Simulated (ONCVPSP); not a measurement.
## Cutoff test, Au, ONCV

gold, optimised norm-conserving Vanderbilt (ONCV), made with ONCVPSP 4.0.1 (PW91, scalar-relativistic). Core [Kr] 4d10, reference 4f14 5s2 5p6 5d10 6s0.5 (charge +0.5). Waves: 5s+6s: rc 1.55 bohr, ncon 4, nbas 7, qcut 9.3 1/bohr, 2 projectors; 5p: rc 1.50 bohr, ncon 3, nbas 7, qcut 9.6 1/bohr, 2 projectors, debl 3.1 Ha; 5d: rc 1.90 bohr, ncon 4, nbas 8, qcut 7.3 1/bohr, 2 projectors, debl 3.1 Ha; 4f: rc 0.65 bohr, ncon 4, nbas 9, qcut 26.7 1/bohr, 2 projectors, debl 1.6 Ha. Local part: polynomial inside 0.55 bohr (lpopt 5, dvloc0 3 Ha). Core correction: polynomial model core, fcfact 0.7.

In the f channel the program set the typed energies aside and used -3.135, 0.250 Ha.

Q: For each optimised wave give the share of its norm inside rc, the residual kinetic energy above qcut (Ha) and the cutoffs (Ha) for errors of 10, 1, 0.1 and 0.01 mHa per electron.

A:

```tsv
wave	norm inside rc	residual KE	10 mHa	1 mHa	0.1 mHa	0.01 mHa
5s	0.966	3.3e-07	22.0	28.1	33.1	37.0
6s	0.077	3.0e-07	18.9	26.8	32.9	37.3
5p	0.877	6.2e-07	20.0	29.8	35.9	40.5
p projector 2	0.038	2.6e-07	9.8	25.1	33.4	39.1
5d	0.737	4.2e-06	15.5	19.5	22.7	26.0
d projector 2	0.143	9.5e-06	16.4	20.6	23.8	27.0
4f	0.792	1.3e-05	274.8	308.2	333.8	393.1
f projector 2	0.000	1.2e-08	56.9	155.1	220.0	269.0
```

The occupied waves need 308 Ha and 334 Ha for 1 and 0.1 mHa. Rows with under 1 % of the norm inside rc give no meaningful cutoff. Note: ghosts flagged at negative energy: s at -1040.3 eV, p at -313.9 eV; GHOST(+) flagged for d at 233.7 eV. A true bound ghost makes a file unfit for plane-wave use.
